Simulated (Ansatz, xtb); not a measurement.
## Redistribution: CBr2Cl2 + CHBrF2 → CBr2ClF + CHBrClF

Species: CBr2Cl2 (dibromodichloromethane) `ClC(Cl)(Br)Br`, singlet; CHBrF2 (bromodifluoromethane) `FC(F)Br`, singlet; CBr2ClF (dibromochlorofluoromethane) `FC(Cl)(Br)Br`, singlet; CHBrClF `FC(Cl)Br`, singlet. The partners trade Cl for F; both sit on C, so the bond types are kept.

Shapes, held fixed at every level: PBE0-D4/def2-TZVP. Programs: Ansatz 0.2.0, xtb 6.7.1. The zero-point and thermal change to 298 K, harmonic and unscaled (PBE0-D4/def2-TZVP), is -0.6 kJ/mol.

**Question.** Estimate the reaction enthalpy at 298 K.

**Answer.** From tabulated heats of formation (Active Thermochemical Tables), ΔH(298 K) = +1.6 kJ/mol. Nearest: wB97M-V/def2-TZVPP (-0.2); farthest: GFN1-xTB (-6.6). 9 of 9 levels lie within 10 kJ/mol. Relativity is left out for Br unless named. Correlated rows may include outer-core shells of Br, which these sets cover unevenly. Times are processor times on shared x86 and Arm servers, and rough.

```json
{"level": "GFN1-xTB", "kind": "semi-empirical", "ΔH (kJ/mol)": "-4.9", "computed − measured": "-6.6", "CPU time (all species)": "0.19 s"}
{"level": "HF/def2-TZVPP", "kind": "Hartree–Fock", "ΔH (kJ/mol)": "+2.2", "computed − measured": "+0.5", "CPU time (all species)": "–"}
{"level": "SPW92/def2-TZVPP", "kind": "LDA", "ΔH (kJ/mol)": "-1.0", "computed − measured": "-2.6", "CPU time (all species)": "12 s"}
{"level": "r2SCAN-D4/def2-TZVPP", "kind": "meta-GGA", "ΔH (kJ/mol)": "-2.2", "computed − measured": "-3.8", "CPU time (all species)": "50 s"}
{"level": "BHLYP-D4/def2-TZVPP", "kind": "global hybrid", "ΔH (kJ/mol)": "+4.0", "computed − measured": "+2.3", "CPU time (all species)": "35 s"}
{"level": "wB97M-V/def2-TZVPP", "kind": "range-separated hybrid", "ΔH (kJ/mol)": "+1.4", "computed − measured": "-0.2", "CPU time (all species)": "1.9 min"}
{"level": "B2PLYP/def2-TZVPP", "kind": "double hybrid", "ΔH (kJ/mol)": "+2.6", "computed − measured": "+1.0", "CPU time (all species)": "56 s"}
{"level": "CCSD/def2-TZVPP", "kind": "coupled cluster or CI", "ΔH (kJ/mol)": "+5.4", "computed − measured": "+3.8", "CPU time (all species)": "–"}
{"level": "CCSD(T)/def2-TZVPP", "kind": "coupled cluster or CI", "ΔH (kJ/mol)": "+5.9", "computed − measured": "+4.3", "CPU time (all species)": "13 min"}
```
